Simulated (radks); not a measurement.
Question: These are the eigenvalues of the occupied orbitals of an atom or ion with whole-number occupations (eV). All-electron calculation, scalar-relativistic Kohn-Sham, r2SCAN, spin-unpolarised, spherical densities, finite nucleus; meta-GGA in the generalised Kohn-Sham scheme; Fermi nuclear charge, rms radius of each element as measured or else 0.836 A^(1/3) + 0.57 fm. Program: a radial shooting solver on a logarithmic mesh with Libxc functionals.

| orbital | eigenvalue |
|---|---|
| 1s | -19884.58 |
| 2s | -2836.601 |
| 2p | -2535.289 |
| 3s | -503.6703 |
| 3p | -403.9531 |
| 3d | -242.2238 |
| 4s | -84.5788 |
| 4p | -57.8569 |
| 4d | -20.6391 |

Which element is it, and in what charge state? The configuration may be excited.

Answer: Z = 42, molybdenum, charge +2: Mo2+ in [Kr] 4d4. The list shows which subshells hold electrons but not how many an open one holds; the 1s level, -730.74 hartree, gives Z - s = 38.2 by -(Z - s)^2/2, which with screening and relativity narrows Z to a few neighbours, and the depths of the outer levels then fix element, charge and occupations together.
